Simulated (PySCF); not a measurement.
# Electron correlation in Be (beryllium, neutral)

[He] 2s2, closed-shell 1S. All numbers are calculated (PySCF 2.14, scalar relativity by spin-free X2C-1e, in x2c-QZVPPall with one added diffuse shell each of s, p type (8s5p2d1f, 40 functions)). Frozen: 1s2; 2 electrons correlated.

With two correlated electrons CCSD is exact within the correlated space (frozen core and kept virtual orbitals).

| level | correlation energy (mhartree) |
| --- | --- |
| CCSD | -45.84 |

Diagnostics: T1 = 0.022, D1 = 0.0305, largest double amplitude 0.092.

Cost of the coupled-cluster step: of the order of 0.15 core-seconds, for 2 correlated electrons.
